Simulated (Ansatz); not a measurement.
`CB(F)BCl` + H₂ → `FBBCl` + CH₄ at 400 K and 1 bar (hydrogenolysis of a B–C bond).

Program: Ansatz. Geometries: PBE0-D4/def2-TZVP. ΔE: electronic, gas phase. CCSD(T)/CBS adds triple-zeta CCSD(T) − MP2 to the extrapolated MP2 energy (def2 sets, frozen cores). This one scheme is used for every species. Each species was taken in one conformer, which may not be the lowest.

```json
{"species": "`CB(F)BCl`", "CCSD(T)/CBS energy (Eh)": "-649.69946", "H − E (kJ/mol)": "179.6", "S (J/(mol·K))": "382.7"}
{"species": "H₂", "CCSD(T)/CBS energy (Eh)": "-1.17544", "H − E (kJ/mol)": "38.0", "S (J/(mol·K))": "139.0"}
{"species": "`FBBCl`", "CCSD(T)/CBS energy (Eh)": "-610.41691", "H − E (kJ/mol)": "98.1", "S (J/(mol·K))": "327.6"}
{"species": "CH₄", "CCSD(T)/CBS energy (Eh)": "-40.46206", "H − E (kJ/mol)": "131.3", "S (J/(mol·K))": "197.2"}
```

H − E and S are ideal-gas, rigid-rotor, harmonic terms from PBE0-D4/def2-TZVP, for one conformer and one mirror image of each species. The MP2-based limit puts H₂ 0.8 mEh under its directly extrapolated value; such offsets cancel only in part. 1 Eh = 2625.50 kJ/mol, R = 8.31446 J/(mol·K).

Q: By hand: ΔE, ΔH, ΔS and ΔG.

A: ΔE = (-610.41691) + (-40.46206) − (-649.69946) − (-1.17544) = -0.00407 Eh = -10.7 kJ/mol. Δ(H − E) = 98.1 + 131.3 − 179.6 − 38.0 = 11.8, so ΔH = 1.1 kJ/mol. ΔS = 327.6 + 197.2 − 382.7 − 139.0 = 3.1 J/(mol·K). ΔG = 1.1 − 400 × (3.1)/1000 = -0.1 kJ/mol.

Q: By hand: the equilibrium constant, and the temperature at which ΔG would vanish if ΔH and ΔS stayed fixed.

A: log₁₀ K = −ΔG/(RT ln 10) = 0.0. ΔG = 0 at ΔH/ΔS = 355 K, though so small a ΔH makes that figure unsure.

TΔS isn't small against ΔH here. The sign of ΔG lies within the doubt. A doubt of 5 kJ/mol in ΔE shifts log₁₀ K by 0.7 here. Other conformers and mirror images would add mixing entropy, several J/(mol·K) or more a flexible species. Modes under 60 cm⁻¹, often nearly free rotors, make the harmonic entropy too high. These are equilibria of isolated gas molecules and say nothing of rates. Largest T1 diagnostic: 0.014 (customary marks: 0.02 for closed shells, 0.045 for open ones).
